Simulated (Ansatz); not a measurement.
CH3AgF3PS (`C[S][Ag-][P+](F)(F)F`), one more setting.

```yaml
crystal:
  periodic: [false, false, false]
  atoms:
    - {symbol: C, position_ang: [0.485597, -2.179298, 1.550096]}
    - {symbol: S, position_ang: [1.680107, -1.363531, 0.443645]}
    - {symbol: Ag, position_ang: [0.514487, 0.383388, -0.497961]}
    - {symbol: P, position_ang: [-0.590098, 2.146654, -1.481869]}
    - {symbol: F, position_ang: [-0.582488, 2.262067, -3.026996]}
    - {symbol: F, position_ang: [-0.166447, 3.593683, -1.123699]}
    - {symbol: F, position_ang: [-2.113331, 2.253965, -1.220486]}
    - {symbol: H, position_ang: [-0.371663, -2.570565, 1.002950]}
    - {symbol: H, position_ang: [1.005121, -3.016863, 2.017863]}
    - {symbol: H, position_ang: [0.138705, -1.509500, 2.336457]}
basis:
  gaussian: {orbitals: def2-TZVP}
hamiltonian: {xc: {name: HF}}
correlation: {active_space: {window: {electrons: 2, orbitals: 1}}}
scf: {lower_state_search: full}
output: {forces: true}
```

```sh
$ ansatz run in.yaml --threads 2 --pin off --events-out ev --progress --plain --max-ram 32768MiB --backend cpu
```

Shortened log:

```
Functional definition: HF
1787 factors; integrals over basis functions are off by at most 1.1e-3 eV
mean field evaluation 1: about -33262.7793 eV, gradient 5.4e1 eV
mean field evaluation 2: about -33263.3005 eV, gradient 5.5e1 eV
mean field evaluation 4: about -33269.0950 eV, gradient 5.4e0 eV
mean field evaluation 8: about -33269.1990 eV, gradient 7.7e-1 eV
mean field evaluation 32: about -33269.2007 eV, gradient 2.4e-6 eV
mean field -33269.20072531 eV, -1222.6205759809 hartree, gradient 3.4e-6 eV, S^2 0.000000; 2 other end points of the search recorded, 0 dependent functions left out
reference -33269.20072531 eV, -1222.6205759809 hartree; 43, 43 occupied and 213, 213 virtual orbitals, 1787 factors
state -33269.20072531 eV, -1222.6205759809 hartree
Total energy: -33269.20072531 eV, -1222.6205759809 hartree
Atom 0 at     0.485597    -2.179298     1.550096 Å, force    -0.101033    -0.296284     0.273986 eV/Å
Atom 1 at     1.680107    -1.363531     0.443645 Å, force     0.498939    -0.632642     0.311553 eV/Å
Atom 2 at     0.514487     0.383388    -0.497961 Å, force     0.164249    -0.181069     0.088381 eV/Å
Atom 3 at    -0.590098     2.146654    -1.481869 Å, force    -1.462916     2.327077    -1.288569 eV/Å
Atom 4 at    -0.582488     2.262067    -3.026996 Å, force    -0.056997    -0.062713     1.372341 eV/Å
Atom 5 at    -0.166447     3.593683    -1.123699 Å, force    -0.422258    -1.266292    -0.341839 eV/Å
Atom 6 at    -2.113331     2.253965    -1.220486 Å, force     1.312745    -0.022535    -0.283073 eV/Å
Atom 7 at    -0.371663    -2.570565     1.002950 Å, force     0.220368     0.106083     0.171485 eV/Å
Atom 8 at     1.005121    -3.016863     2.017863 Å, force    -0.226997     0.225589    -0.093361 eV/Å
Atom 9 at     0.138705    -1.509500     2.336457 Å, force     0.073900    -0.197213    -0.210902 eV/Å
Dipole moment:    -0.748794     0.817037    -0.362065 e Å
```

It took 20 s on 2 threads of an AMD EPYC 7R13 on a shared host, with 0.97 GiB of host memory at the peak.
